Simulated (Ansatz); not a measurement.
The lowest singlet and triplet of PH (SMILES [PH]); geometries from B3LYP-D3(BJ)/def2-TZVP, each state relaxed from the structure named, with no frequency check, low spin by broken symmetry.
Singlet at the triplet's geometry (charge 0, multiplicity 1):
```xyz
2

P      0.0000     0.0000    -0.0893
H      0.0000     0.0000     1.3392
```

A positive gap puts the triplet lower; no zero-point energy. R- takes a restricted singlet, here one determinant of a half-filled degenerate or near-degenerate pair, which mixes singlet states. U- takes an unrestricted singlet (broken symmetry where lower, unprojected). The triplet is unrestricted in single-reference levels.

Correlated levels freeze the cores.

The values were computed with Ansatz (a quantum-chemistry and plane-wave program). 

Question: One of these levels gives 31.31 kcal/mol for the gap E(singlet) − E(triplet), vertical, at the triplet's geometry. Name it.
A. U-wB97M-V/def2-TZVPP (spin-contaminated)
B. U-BHLYP/def2-TZVPP (spin-contaminated)
C. R-SCS-MP2/cc-pV(D+d)Z
D. R-SVWN5/def2-TZVPP

Answer: D, R-SVWN5/def2-TZVPP. The others give 6.47 (U-BHLYP/def2-TZVPP (spin-contaminated)), 9.68 (U-wB97M-V/def2-TZVPP (spin-contaminated)), 35.99 (R-SCS-MP2/cc-pV(D+d)Z)

Doubts at one or more of the structures used: a restricted determinant that unrestricted orbitals would lower (R-SVWN5/def2-TZVPP, R-SCS-MP2/cc-pV(D+d)Z).
